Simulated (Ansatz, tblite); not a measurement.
Removing and adding an electron: In(IMe)F3 (C5H8F3InN2). Charge 0, multiplicity 1. Geometry: PBE-D4/def2-SVP. Ansatz, gas phase; energy differences of separate SCF runs; the oxidised species was run as a doublet alone; the reduced species was run as a doublet alone.

Cartesian coordinates in Å:
```
In -1.576 0.820 -1.634
C -0.135 0.036 -0.112
N -0.087 0.352 1.207
C -1.019 1.276 1.854
C 0.962 -0.311 1.821
C 1.584 -1.054 0.845
N 0.895 -0.820 -0.333
C 1.210 -1.387 -1.644
H -1.789 0.713 2.417
H -0.461 1.931 2.550
H -1.497 1.897 1.065
H 1.188 -0.195 2.885
H 2.457 -1.712 0.894
H 0.744 -0.743 -2.422
H 2.307 -1.399 -1.783
H 0.819 -2.421 -1.719
F -0.400 0.738 -3.266
F -2.010 2.596 -0.792
F -3.191 -0.318 -1.833
```

In the def2 sets In takes a core potential; there is no spin–orbit coupling. The xTB rows come from tblite. Correlated methods freeze 14 core orbitals; core or outer-core shells of In are correlated, in sets that lack core-valence functions. HOMO above LUMO, or a gap near zero within one spin, warns that the state may not be the lowest or that an electron is smeared out.

| level | −HOMO (eV) | vertical IE (eV) | −LUMO (eV) | vertical EA (eV) | HOMO–LUMO gap (eV) | IE − EA (eV) |
| --- | --- | --- | --- | --- | --- | --- |
| GFN1-xTB | 11.86 | 14.49 | 7.67 | 5.09 | 4.19 | 9.41 |
| GFN2-xTB | 11.84 | 14.54 | 7.77 | 5.01 | 4.07 | 9.53 |
| B2PLYP/def2-TZVP | – | 10.15 | – | -0.55 | – | 10.70 |

**Question.** Estimate the rows for PBE-D4/def2-TZVP, PBE0-D4/def2-TZVP.

**Answer.** 
```csv
level,−HOMO (eV),vertical IE (eV),−LUMO (eV),vertical EA (eV),HOMO–LUMO gap (eV),IE − EA (eV),remarks
PBE-D4/def2-TZVP,7.17,9.65,2.11,-0.21,5.06,9.85,"HOMO above zero (-1 doublet), gap within one spin near zero (+1 doublet), gap within one spin near zero (-1 doublet)"
PBE0-D4/def2-TZVP,8.25,10.11,1.19,-0.33,7.05,10.44,HOMO above zero (-1 doublet)
```

   A HOMO above zero means that the electron is unbound at that level or that self-interaction error raises the level; the energy of removing that electron tells which. Raw xTB energy differences between charge states are shifted by several eV; the methods need an empirical correction for them. Sets without diffuse functions give affinities that are too small. A negative affinity means that the extra electron isn't bound; its size then hangs on the basis.
